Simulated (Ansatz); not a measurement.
Consider the cleavage of the Si–Si bond: `CO[SiH2][SiH2]O` + `O[SiH2]S` → `CO[SiH2]S[SiH2]O` + silanol.

Isolated molecules relaxed with PBE0-D4/def2-TZVP in Ansatz; ΔE leaves out vibrations. CBS: MP2 limit from def2 TZ/QZ plus the TZ coupled-cluster correction, frozen cores. DFT in def2-TZVPP. One conformer a species, not always the lowest.

(1) Is it downhill or uphill in electronic energy at CCSD(T)/CBS, and by how much? (Best estimate.)

(2) What do these levels give: r2SCAN-D4, B2PLYP, PBE0, HF/def2-TZVPP, MP2/def2-TZVPP, SCS-MP2/def2-TZVPP, CCSD(T)/def2-TZVPP, HF/def2-QZVPP, MP2/def2-QZVPP, SCS-MP2/def2-QZVPP, HF/CBS(def2), CCSD/CBS(def2)? (Estimate.)

Largest T1 diagnostic among the species: 0.012.

Results:

(1) Ansatz gave: Downhill: ΔE = -22.7 kcal/mol.

(2) Computed: r2SCAN-D4 -22.1, B2PLYP -21.6, PBE0 -19.5, HF/def2-TZVPP -21.3, MP2/def2-TZVPP -25.3, SCS-MP2/def2-TZVPP -24.0, CCSD(T)/def2-TZVPP -22.4, HF/def2-QZVPP -21.3, MP2/def2-QZVPP -25.5, SCS-MP2/def2-QZVPP -24.2, HF/CBS(def2) -21.4, CCSD/CBS(def2) -22.1 kcal/mol.

From PBE to PBE0 (25 % exact exchange), in def2-TZVPP and without D4, ΔE moves by −1.3 kcal/mol. The D4 term adds −2.6 kcal/mol with B3LYP and −1.4 kcal/mol with PBE0; it sums over pairs of atoms, weighted by their polarisabilities, and B3LYP, whose exchange is more repulsive, gets the larger term. In def2-TZVPP, CCSD(T) changes the Hartree–Fock value by −1.1 kcal/mol (the triples alone add −0.6 kcal/mol) and MP2 by −3.9 kcal/mol.

B3LYP here is the variant with VWN-RPA as its local correlation; programs differ in this.
